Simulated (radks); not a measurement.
Values are calculated unless marked as measured or tabulated.
Problem. These are the eigenvalues of the occupied orbitals of an atom or ion with whole-number occupations (Ry). Code: a radial shooting solver on a logarithmic mesh with Libxc functionals. Model: Dirac Kohn-Sham, relativistic LDA (MacDonald-Vosko exchange, VWN5 correlation), spin-unpolarised, spherical densities, finite nucleus; Fermi nuclear charge, rms radius of each element as measured or else 0.836 A^(1/3) + 0.57 fm.

orbital  eigenvalue
1s1/2     -3643.918
2s1/2     -692.5477
2p1/2     -664.1984
2p3/2     -616.7948
3s1/2     -232.1585
3p1/2     -220.0690
3p3/2     -209.7837
3d3/2     -189.2844
3d5/2     -186.9734

Which element is it, and in what charge state? The configuration may be excited. Open shells, if any, fill j = l - 1/2 first.

Solution. Z = 63, europium, charge +36: Eu36+ in [Ar] 3d9. The list shows which subshells hold electrons but not how many an open one holds; the 1s level, -1822 hartree, gives Z - s = 60.4 by -(Z - s)^2/2, which with screening and relativity narrows Z to a few neighbours, and the depths of the outer levels then fix element, charge and occupations together.
